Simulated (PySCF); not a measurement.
Compound: Al(H2S)F3.
Bonds: Al1–S2, Al1–F5, Al1–F6, Al1–F7. Hydrogens: H3, H4 on S2.

A GFN2-xTB structure was refined with PBE0-D3(BJ)/def2-SVP geometry optimisation, gas phase in PySCF 2.14.0. Its GFN2-xTB values:

```json
{"coordinate": "Al1–S2", "GFN2-xTB": "2.473 Å"}
{"coordinate": "Al1–F5", "GFN2-xTB": "1.643 Å"}
{"coordinate": "S2–H3", "GFN2-xTB": "1.334 Å"}
{"coordinate": "S2–Al1–F5", "GFN2-xTB": "98.8°"}
{"coordinate": "S2–Al1–F6", "GFN2-xTB": "93.4°"}
{"coordinate": "F5–Al1–F6", "GFN2-xTB": "117.1°"}
{"coordinate": "F5–Al1–F7", "GFN2-xTB": "121.4°"}
```

Q: How do these coordinates change at the PBE0-D3(BJ)/def2-SVP level?

A: 
```csv
coordinate,PBE0-D3(BJ)/def2-SVP (Å or °),change
S2–H3,1.353,+0.019
Al1–F5,1.659,+0.016
Al1–S2,2.477,+0.004
S2–Al1–F6,97.0,+3.6
F5–Al1–F7,119.4,-2.0
S2–Al1–F5,99.1,+0.3
F5–Al1–F6,117.4,+0.3
```

The energy falls by 0.039 eV over 14 energy and gradient evaluations, the largest force component goes from 0.0116 to 2.6e-04 Eh/bohr, and the atoms move by 0.094 Å rms after alignment. Among the bonds, S2–H3 and S2–H4 change most and about equally (+0.019 Å). Bonds longer at the end by more than 0.005 Å: 5 of 6; shorter: 0. Rotational constants go from 3261, 2097, 2055 to 3216, 2035, 2012 MHz.

The run used 88 basis functions and 83 SCF cycles in all.

PBE0-D3(BJ)/def2-SVP frequencies: not computed here.
